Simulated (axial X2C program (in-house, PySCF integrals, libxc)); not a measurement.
**Low determinants of CuGe at the PBE0 level, two-component**

Calculated with an in-house all-electron X2C program for linear molecules (integrals from PySCF). Two-component (2c) means X2C with spin–orbit coupling and atomic mean-field two-electron Coulomb and Gaunt terms. Basis: Ge dyall-cv3z [9s9p7d4f1g], Cu dyall-cv3z [9s9p6d3f2g] (cores contracted in-house); Gaussian nuclei, density fitting, unrestricted open shells. Masses: Ge 73.921 u, Cu 62.930 u.

Search at 2.330 Å (vertical energies from the lowest determinant):

| ΔE (eV) | state | electrons beyond evenly filled partner blocks | electrons in ±ω = 1/2, 3/2, 5/2, 7/2 |
| --- | --- | --- | --- |
| 0.00 | Ω = 1/2 | ω = 1/2 | 41 16 4 0 |
| 0.11 | Ω = 3/2 | ω = 3/2 | 40 17 4 0 |
| 1.18 | Ω = 1/2 | 2 × ω = -1/2, ω = 3/2 | 40 17 4 0 |
| 1.70 | Ω = 5/2 | 2 × ω = 1/2, ω = 3/2 | 40 17 4 0 |
| 1.81 | Ω = 1/2 | ω = 1/2 | 39 18 4 0 |
| 2.44 | Ω = 3/2 | 3 × ω = 1/2 | 41 16 4 0 |
| 2.67 | Ω = 5/2 | ω = -1/2, 2 × ω = 3/2 | 41 16 4 0 |

Lowest determinant, Ω = 1/2 (⟨Sz⟩ = -0.50, ⟨Lz⟩ = 1.00 at PBE0): Re = 2.269 Å, ωe = 255.9 cm⁻¹.

The determinant in row 2 of the search, Ω = 3/2 (⟨Sz⟩ = 0.50, ⟨Lz⟩ = 1.00 at PBE0), was followed along the bond at PBE0; measured from the minimum of the lowest determinant it gives:

Te = 0.113 eV (910 cm⁻¹), Re = 2.268 Å, ωe = 256.5 cm⁻¹.

Compare the bond of the determinant in row 2 with that of the lowest one.

At PBE0 its Re is 0.001 Å shorter and its force constant, which goes as ωe², is 1.00 times that of the lowest determinant. T0 ≈ Te + Δωe/2 = 910 + (0) = 910 cm⁻¹.

The search compares states at one distance, so a state with another bond length can lie lower; it is not exhaustive and yields mostly the lowest determinant of each block pattern, so other components and higher states of one pattern are missing. These are energies of single determinants, not of spin-adapted states; PBE0 term energies can be off by some tenths of an eV, and the functional has no current term.
